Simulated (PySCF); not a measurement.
HO₂, doublet, at a GFN2-xTB geometry; WB97M-V/cc-pVDZ (PySCF).

PySCF was given this input:
```python
from pyscf import gto, scf, dft

mol = gto.M(
    atom='''
O    -0.503009    0.320948    0.021006
O     0.653915   -0.275198   -0.023698
H    -1.207253   -0.365999    0.021534
''',
    basis='cc-pvdz',
    charge=0,
    spin=1,
    verbose=4,
)

mf = dft.UKS(mol)
mf.xc = 'wb97m_v'
mf.kernel()
```

The log (banner, timings and long lists left out):

```
PySCF version 2.14.0

[INPUT] verbose = 4
[INPUT] num. atoms = 3
[INPUT] num. electrons = 17
[INPUT] charge = 0
[INPUT] spin (= nelec alpha-beta = 2S) = 1
[INPUT] symmetry False subgroup None
[INPUT] Mole.unit = angstrom
[INPUT] Symbol           X                Y                Z      unit          X                Y                Z       unit  Magmom
[INPUT]  1 O     -0.503009000000   0.320948000000   0.021006000000 AA   -0.950549248191   0.606503820227   0.039695586973 Bohr   0.0
[INPUT]  2 O      0.653915000000  -0.275198000000  -0.023698000000 AA    1.235720258745  -0.520048850028  -0.044782729700 Bohr   0.0
[INPUT]  3 H     -1.207253000000  -0.365999000000   0.021534000000 AA   -2.281377533060  -0.691637871865   0.040693362366 Bohr   0.0

nuclear repulsion = 32.5811129277993
number of shells = 13
number of NR pGTOs = 59
number of NR cGTOs = 33
basis = cc-pvdz
ecp = {}

******** <class 'pyscf.dft.uks.UKS'> ********
method = UKS
initial guess = minao
damping factor = 0
level_shift factor = 0
DIIS = <class 'pyscf.scf.diis.CDIIS'>
diis_start_cycle = 1
diis_space = 8
diis_damp = 0
SCF conv_tol = 1e-09
SCF conv_tol_grad = None
SCF max_cycles = 50
direct_scf = True
direct_scf_tol = 1e-13
number electrons alpha = 9  beta = 8
XC library pyscf.dft.libxc version 7.1.2
    S. Lehtola, C. Steigemann, M. J. T. Oliveira, and M. A. L. Marques,  SoftwareX 7, 1–5 (2018)
XC functionals = wb97m_v
    N. Mardirossian and M. Head-Gordon,  J. Chem. Phys. 144, 214110 (2016)
radial grids:
    Treutler-Ahlrichs [JCP 102, 346 (1995); DOI:10.1063/1.469408] (M4) radial grids

becke partition: Becke, JCP 88, 2547 (1988); DOI:10.1063/1.454033
pruning grids: <function nwchem_prune>
grids dens level: 3
symmetrized grids: False
atomic radii adjust function: <function treutler_atomic_radii_adjust>
** Following is NLC and NLC Grids **
NLC functional = wb97m_v
radial grids:
    Treutler-Ahlrichs [JCP 102, 346 (1995); DOI:10.1063/1.469408] (M4) radial grids

becke partition: Becke, JCP 88, 2547 (1988); DOI:10.1063/1.454033
pruning grids: <function nwchem_prune>
grids dens level: 3
symmetrized grids: False
atomic radii adjust function: <function treutler_atomic_radii_adjust>
small_rho_cutoff = 0
Set gradient conv threshold to 3.16228e-05
tot grids = 37976
tot grids = 37976
init E= -150.902760210958

cycle= 1 E= -150.824730468096  delta_E= 0.078  |g|= 0.304  |ddm|=  1.3
cycle= 2 E= -150.838428583505  delta_E= -0.0137  |g|= 0.297  |ddm|= 0.387
cycle= 3 E= -150.86691260505  delta_E= -0.0285  |g|= 0.0649  |ddm|= 0.186
cycle= 4 E= -150.868737270068  delta_E= -0.00182  |g|= 0.0214  |ddm|= 0.0438
cycle= 5 E= -150.869088305605  delta_E= -0.000351  |g|= 0.00918  |ddm|= 0.0212
cycle= 6 E= -150.86920612235  delta_E= -0.000118  |g|= 0.00395  |ddm|= 0.014
cycle= 7 E= -150.869245862431  delta_E= -3.97e-05  |g|= 0.000758  |ddm|= 0.0125
cycle= 8 E= -150.869246942673  delta_E= -1.08e-06  |g|= 0.000155  |ddm|= 0.00209
cycle= 9 E= -150.869246983297  delta_E= -4.06e-08  |g|= 5.09e-05  |ddm|= 0.000366
cycle= 10 E= -150.869246988781  delta_E= -5.48e-09  |g|= 1.69e-05  |ddm|= 0.000153
cycle= 11 E= -150.869246989458  delta_E= -6.77e-10  |g|= 3.92e-06  |ddm|= 6.49e-05
Extra cycle  E= -150.869246989482  delta_E= -2.39e-11  |g|= 2.57e-06  |ddm|= 9.09e-06
converged SCF energy = -150.869246989482  <S^2> = 0.75234295  2S+1 = 2.0023416
```
